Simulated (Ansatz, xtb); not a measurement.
## Two isomers of C3H7FO2S

Structure X: `C[C@H](F)S(C)(=O)=O`, a singlet. Structure Y: `CCS(=O)(=O)CF`, a singlet. Both are isolated molecules in the gas phase, relaxed with PBE-D3(BJ)/def2-SVP; each stands in its lowest conformer found.

X (Å):

```yaml
atoms:
  - { symbol: C, position_ang: [-1.7530, -0.2895, 0.7342] }
  - { symbol: C, position_ang: [-1.0347, 0.9662, 0.3111] }
  - { symbol: C, position_ang: [1.1773, 2.0103, -1.2039] }
  - { symbol: F, position_ang: [-1.7480, 1.6775, -0.6329] }
  - { symbol: O, position_ang: [1.4892, 0.1278, 0.6933] }
  - { symbol: O, position_ang: [0.3292, -0.4932, -1.5350] }
  - { symbol: S, position_ang: [0.6033, 0.4714, -0.4445] }
  - { symbol: H, position_ang: [-1.1303, -0.8432, 1.4634] }
  - { symbol: H, position_ang: [-1.9253, -0.9322, -0.1507] }
  - { symbol: H, position_ang: [-2.7217, -0.0330, 1.2049] }
  - { symbol: H, position_ang: [-0.7709, 1.6383, 1.1573] }
  - { symbol: H, position_ang: [2.1279, 1.7443, -1.7025] }
  - { symbol: H, position_ang: [1.3465, 2.7659, -0.4152] }
  - { symbol: H, position_ang: [0.4224, 2.3386, -1.9399] }
```

Y (Å):

```yaml
atoms:
  - { symbol: C, position_ang: [-2.3994, 0.1949, 2.6499] }
  - { symbol: C, position_ang: [-2.2931, -0.1192, 1.1639] }
  - { symbol: C, position_ang: [-0.6380, -1.0227, -1.0086] }
  - { symbol: F, position_ang: [-0.7960, 0.2024, -1.5918] }
  - { symbol: O, position_ang: [0.3789, 0.0639, 1.2425] }
  - { symbol: O, position_ang: [-0.6851, -2.2955, 1.3173] }
  - { symbol: S, position_ang: [-0.6730, -0.8943, 0.8326] }
  - { symbol: H, position_ang: [-2.3167, -0.7316, 3.2511] }
  - { symbol: H, position_ang: [-1.5898, 0.8844, 2.9574] }
  - { symbol: H, position_ang: [-3.3744, 0.6709, 2.8718] }
  - { symbol: H, position_ang: [-3.0551, -0.8459, 0.8172] }
  - { symbol: H, position_ang: [-2.3215, 0.7849, 0.5230] }
  - { symbol: H, position_ang: [-1.4464, -1.7225, -1.3102] }
  - { symbol: H, position_ang: [0.3638, -1.4537, -1.2231] }
```

**Question.** Estimate E(Y) − E(X) at the level CCSD(T)/def2-SVP + ΔMP2/def2-TZVPP.

**Answer.** Calculated at CCSD(T)/def2-SVP + ΔMP2/def2-TZVPP: E(Y) − E(X) = +21.3 kJ/mol, so structure X lies lower.

Level by level:

```csv
level,geometry,E(Y) − E(X) (kJ/mol),departure from the last row (kJ/mol),"job, with rough time for the two"
GFN2-xTB,GFN2-xTB,+15.4,−6.0,"optimisation, 0.16 s"
HF/STO-3G,GFN2-xTB,+15.5,−5.9,"single point, 0.38 s"
r2SCAN-D4/def2-SVP,GFN2-xTB,+30.6,+9.2,"single point, 3.6 s"
PBE-D3(BJ)/def2-SVP,PBE-D3(BJ)/def2-SVP,+23.6,+2.2,"optimisation, 33 s"
HF/def2-SVP,PBE-D3(BJ)/def2-SVP,+20.3,−1.0,part of the CCSD(T) run
MP2/def2-SVP,PBE-D3(BJ)/def2-SVP,+22.6,+1.2,part of the CCSD(T) run
CCSD(T)/def2-SVP,PBE-D3(BJ)/def2-SVP,+22.1,+0.8,single point
CCSD(T)/def2-SVP + ΔMP2/def2-TZVPP,PBE-D3(BJ)/def2-SVP,+21.3,,"single point, 68 s"
```

As drawn, both hold the same kinds of bond in the same numbers. Structure X has 2 methyl groups, Y 1.

The levels shown agree on the order. The largest departure from CCSD(T)/def2-SVP + ΔMP2/def2-TZVPP is that of r2SCAN-D4/def2-SVP, 9.2 kJ/mol. The last row adds to CCSD(T) the change of the MP2 difference between the two basis sets, here −0.8 kJ/mol.

With thermal terms from frequencies at re-optimised GFN2-xTB minima (ideal gas, soft modes damped towards free rotors, one conformer each, 298.15 K, 1 atm): on the last row, ΔE + ΔZPE = +23.3, ΔH = +23.0, ΔG = +22.4 kJ/mol.

The correlated steps freeze 11 core orbitals. Mirror images aren't counted in ΔG. Run with Ansatz 0.2.0, xtb 6.7.1; the last row on 4 threads of Arm Neoverse V1 on a shared host.
